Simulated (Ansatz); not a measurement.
Ideal-gas functions of GeH$_{4}$Se$_{3}$, SMILES `[SeH][GeH]([SeH])[SeH]` at 400 K and 1 bar, from an Ansatz frequency run at PBE0-D4/def2-TZVP.

Molar mass 313.52 g/mol, point group C3 (symmetry number 3), electronic degeneracy 1, moments of inertia 627.373, 627.521, 1163.092 u Å². Harmonic wavenumbers (cm⁻¹, unscaled): 68, 68, 102, 138, 138, 227, 255, 309, 309, 619, 619, 638, 700, 701, 2130, 2430, 2431, 2431.

Use S(trans) = R[1.5 ln M + 2.5 ln T − 1.1517]; rotational temperatures θ = 24.2544 K / I; S(rot) = R[ln(√π/σ · √(T³/θAθBθC)) + 1.5]; for each mode x = 1.438777 ν̃/T, S = R[x/(eˣ − 1) − ln(1 − e⁻ˣ)] and H = RT x/(eˣ − 1); 1 cm⁻¹ = 0.0119627 kJ/mol; R = 8.31446 J/(mol·K).

Task: By hand: the entropy, in J/(mol·K).

Result: Translation 186.6. Rotation: θ = 0.0387, 0.0387, 0.0209 K, giving 125.9. Vibration, mode by mode: 20.04, 20.04, 16.70, 14.22, 14.22, 10.23, 9.32, 7.85, 7.85, 3.19, 3.19, 3.02, 2.54, 2.53, 0.03, 0.01, 0.01, 0.01, in all 135.0. Electronic 0.0. Sum 447.5 J/(mol·K).

Task: By hand: H − E and G − E in kJ/mol, counted from the electronic energy.

Result: Zero-point energy ½ × 14313 × 0.0119627 = 85.6; thermal vibration 25.7; translation, rotation and pV give 4 RT = 13.3. H − E = 124.6 kJ/mol, and G − E = 124.6 − 400 × 447.5/1000 = -54.4 kJ/mol.

Vibration gives 30 % of the entropy, 85.2 J/(mol·K) of it from the modes under 150 cm⁻¹: soft modes count most, and the harmonic formula is weakest for them. The sum counts one conformer and one mirror image; others add a mixing term.
